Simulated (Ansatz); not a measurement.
Program: Ansatz. Geometries: PBE0-D4/def2-TZVP. ΔE: electronic, gas phase. CCSD(T)/CBS is the MP2 limit (def2-TZVPP, def2-QZVPP) plus CCSD(T) − MP2 in def2-TZVPP, frozen cores. def2 core potentials past Kr. For Br, In outer-core shells are correlated without core-valence functions, which leaves a few kJ/mol of doubt a bond. Scalar relativity is left out up to krypton. Each species was taken in one conformer, which may not be the lowest.

`C[N](C)[In]([CH3])[Br]` + `N[SiH](S)Cl` → `C[N](C)[InH][Br]` + `CN[SiH](S)Cl`  (redistribution)

`C[N](C)[In]([CH3])[Br]`:

Cartesian coordinates in Å:
```
C 1.427 0.245 -1.002
N 0.790 -0.036 0.257
C 1.725 -0.246 1.329
In -1.200 -0.124 0.464
C -2.732 0.153 -0.989
Br -1.792 -0.643 2.827
H 2.050 1.151 -0.950
H 2.084 -0.579 -1.320
H 0.691 0.400 -1.796
H 1.204 -0.456 2.266
H 2.361 0.639 1.489
H 2.396 -1.093 1.120
H -3.244 -0.796 -1.150
H -3.449 0.881 -0.613
H -2.310 0.503 -1.930
```

`N[SiH](S)Cl`:

Z-matrix (Å, degrees):
```
Si
S 1 2.123
Cl 1 2.069 2 107.8
N 1 1.694 2 105.5 3 124.8
H 1 1.477 2 115.1 3 -116.6
H 2 1.343 1 94.3 3 27.8
H 4 1.007 1 120.7 2 158.7
H 4 1.007 1 121.2 2 -50.3
```

`C[N](C)[InH][Br]`:

Cartesian coordinates in Å:
```
C -1.440 -0.053 0.459
N -0.072 0.019 0.017
C 0.638 -1.224 0.165
In 0.739 1.687 -0.726
Br 3.108 1.308 -1.345
H -1.951 0.905 0.333
H -1.508 -0.326 1.523
H -2.009 -0.808 -0.104
H 1.669 -1.128 -0.181
H 0.162 -2.030 -0.413
H 0.664 -1.548 1.216
H 0.002 3.198 -0.944
```

`CN[SiH](S)Cl`:

Z-matrix (Å, degrees):
```
C
N 1 1.450
H 1 1.093 2 110.9
H 1 1.095 2 112.6 3 121.8
H 1 1.091 2 109.4 3 -118.4
Si 2 1.691 1 126.2 3 142.8
H 2 1.008 1 114.1 3 -57.6
Cl 6 2.072 2 115.4 1 63.8
S 6 2.127 2 107.2 1 -55.2
H 6 1.477 2 107.0 1 -178.7
H 9 1.343 6 94.5 2 150.3
```

```json
{"species": "`C[N](C)[In]([CH3])[Br]`", "CCSD(T)/CBS(def2) energy (Eh)": "-2937.46739"}
{"species": "`N[SiH](S)Cl`", "CCSD(T)/CBS(def2) energy (Eh)": "-1203.86139"}
{"species": "`C[N](C)[InH][Br]`", "CCSD(T)/CBS(def2) energy (Eh)": "-2898.19389"}
{"species": "`CN[SiH](S)Cl`", "CCSD(T)/CBS(def2) energy (Eh)": "-1243.10797"}
```

Question: Work out ΔE.

Answer: ΔE = (-2898.19389) + (-1243.10797) − (-2937.46739) − (-1203.86139) = 0.02692 Eh = +70.7 kJ/mol.

Largest T1 diagnostic among the species: 0.014.

In def2-TZVPP, CCSD(T) changes the Hartree–Fock value by +10.8 kJ/mol (the triples alone add +1.1 kJ/mol) and MP2 by +18.3 kJ/mol. The D4 term adds −3.5 kJ/mol with B3LYP and −1.8 kJ/mol with PBE0; it sums over pairs of atoms, weighted by their polarisabilities, and B3LYP, whose exchange is more repulsive, gets the larger term.

B3LYP here is the variant with VWN-RPA as its local correlation; programs differ in this.
